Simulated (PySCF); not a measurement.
BP86 on Ti⁻ (titanium, charge -1), [Ar] 3d3 4s2, high-spin 4F determinant. All numbers are calculated (PySCF 2.14, no relativity, point nucleus, in aug-cc-pwCVTZ).

```
cycle= 1 E= -849.493976378539  delta_E= -0.027  |g|= 0.111  |ddm|= 4.69
cycle= 2 E= -849.456590245101  delta_E= 0.0374  |g|= 0.309  |ddm|= 0.974
cycle= 3 E= -849.499651059295  delta_E= -0.0431  |g|= 0.00594  |ddm|= 0.709
cycle= 4 E= -849.499489418098  delta_E= 0.000162  |g|= 0.0159  |ddm|= 0.115
cycle= 5 E= -849.499701300861  delta_E= -0.000212  |g|= 0.00434  |ddm|= 0.0597
cycle= 6 E= -849.499715731214  delta_E= -1.44e-05  |g|= 0.00012  |ddm|= 0.0171
cycle= 7 E= -849.499715784426  delta_E= -5.32e-08  |g|= 1.17e-05  |ddm|= 0.00232
cycle= 8 E= -849.499715784523  delta_E= -9.72e-11  |g|= 1.18e-06  |ddm|= 0.000105
converged SCF energy = -849.499715784523  <S^2> = 3.785318  2S+1 = 4.0176202
```

Highest occupied orbital energy: 1.724 eV; ⟨L²⟩ = 12.01; populations by l: s 8.00, p 12.00, d 3.00, f 0.00.

(1) Can this result be used?

Results:

(1) With care. Self-consistency was reached. At BP86 the highest occupied level has a positive energy, so only the finite basis holds that electron; in a semilocal or global hybrid functional this comes from self-interaction and does not mean that the real anion is unbound.
